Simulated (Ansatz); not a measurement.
Total energies of `Sc1ccc(-c2ccc(-c3ccc(S)[se]3)[se]2)[se]1` from Ansatz at PBE-D4/def2-TZVP, gas phase (1 Eh = 27.2114 eV = 2625.5 kJ/mol). The reference geometry is relaxed at PBE-D4/def2-SVP.

```json
{"state": "charge 0 singlet", "geometry": "reference", "energy (Eh)": "-8461.34541"}
{"state": "charge 1 doublet", "geometry": "reference", "energy (Eh)": "-8461.11752"}
{"state": "charge -1 doublet", "geometry": "reference", "energy (Eh)": "-8461.38375"}
{"state": "free S atom (triplet)", "geometry": "–", "energy (Eh)": "-397.93833"}
{"state": "free C atom (triplet)", "geometry": "–", "energy (Eh)": "-37.79597"}
{"state": "free Se atom (triplet)", "geometry": "–", "energy (Eh)": "-2401.12489"}
{"state": "free H atom (doublet)", "geometry": "–", "energy (Eh)": "-0.49962"}
```

Single mean-field runs in def2-TZVP are fitted with def2-universal-jkfit.

Work out the vertical ionisation energy to the doublet.

E(charge 1 doublet) − E(charge 0 singlet) = -8461.11752 − (-8461.34541) = 0.22789 Eh = 6.20 eV. For comparison, −ε of the highest occupied level is 4.47 eV at this level, 1.73 eV less.

Work out the vertical electron affinity, to the doublet.

E(charge 0 singlet) − E(charge -1 doublet) = -8461.34541 − (-8461.38375) = 0.03834 Eh = 1.04 eV. The basis lacks diffuse functions, which makes affinities too small.

Give the fundamental gap IE − EA, the Mulliken electronegativity (IE + EA)/2 and the hardness (IE − EA)/2.

From the values in Eh: IE − EA = 0.22789 − 0.03834 = 0.18955 Eh = 5.16 eV; (IE + EA)/2 = 3.62 eV; (IE − EA)/2 = 2.58 eV. The HOMO–LUMO gap of the same run is 1.76 eV, 3.40 eV smaller than the fundamental gap.

What is the binding energy per atom against free atoms?

Atoms: 2 × (-397.93833) + 12 × (-37.79597) + 3 × (-2401.12489) + 8 × (-0.49962) = -8456.79993 Eh. Binding: -8456.79993 − (-8461.34541) = 4.54548 Eh = 123.69 eV, or 4.95 eV for each of 25 atoms (no zero-point energy, no counterpoise term).

At PBE-D4/def2-TZVP the highest occupied level of the charge -1 doublet lies above zero (up to 0.69 eV). By energy differences its removal costs 1.04 eV (vertical, to the charge 0 singlet, at PBE-D4/def2-TZVP); self-interaction error and the lack of diffuse functions both raise the level.
